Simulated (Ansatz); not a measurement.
`[NH2][Ta]([NH2])(=[O])[F]`, charge 0, multiplicity 1.

**Question.** Give a relaxed structure at PBE0-D4/def2-TZVP (the Gaussian-basis code of Ansatz). (Estimate.)

**Answer.** Computed: 
Z-matrix (Å, degrees):
```
Ta
N 1 1.978
O 1 1.717 2 106.5
N 1 1.978 2 112.2 3 116.1
F 1 1.898 2 109.8 3 -121.6
H 2 1.009 1 124.0 3 0.5
H 2 1.010 1 125.9 3 -175.1
H 4 1.010 1 125.9 2 59.0
H 4 1.009 1 124.0 2 -116.5
```
Point group Cs.
This is one stationary point; other conformers may exist.
